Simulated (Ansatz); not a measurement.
CH$_{5}$BFNO (`NC(O)BF`), relaxed with RKS PBE0-D4/def2-TZVP in Ansatz from a PBE-D4/def2-SVP geometry. The force threshold is 0.005 eV/Å; the program also tests the step.

Charge 0, multiplicity 1.

Start:

```xyz
10

N    -0.913    0.419    0.640
C    -0.195   -0.267   -0.462
O    -0.302   -1.658   -0.333
B     1.242    0.283   -0.154
F     1.685    1.384   -0.778
H    -0.429    0.318    1.545
H    -1.100    1.411    0.455
H    -0.635    0.128   -1.411
H    -1.258   -1.858   -0.272
H     1.906   -0.159    0.771
```

```csv
step,energy (eV),largest force (eV/Å),largest move (Å)
1,-8044.3646,0.653,0.000
2,-8044.4033,0.203,0.030
3,-8044.4096,0.096,0.025
4,-8044.4103,0.137,0.039
5,-8044.4122,0.064,0.011
6,-8044.4128,0.035,0.014
7,-8044.4130,0.014,0.009
8,-8044.4130,0.006,0.005
9,-8044.4131,0.007,0.003
10,-8044.4131,0.006,0.004
11,-8044.4131,0.006,0.004
12 (rejected),-8044.4131,0.005,0.001
13,-8044.4131,0.004,0.001
```

End:

```xyz
10

N    -0.963    0.408    0.642
C    -0.188   -0.226   -0.427
O    -0.288   -1.619   -0.331
B     1.278    0.269   -0.165
F     1.719    1.347   -0.798
H    -0.518    0.327    1.550
H    -1.179    1.377    0.450
H    -0.602    0.151   -1.373
H    -1.225   -1.830   -0.244
H     1.966   -0.203    0.696
```

Run time 34 s (4 threads of an Arm Neoverse V2 on a shared host); peak host memory 0.4 GiB.
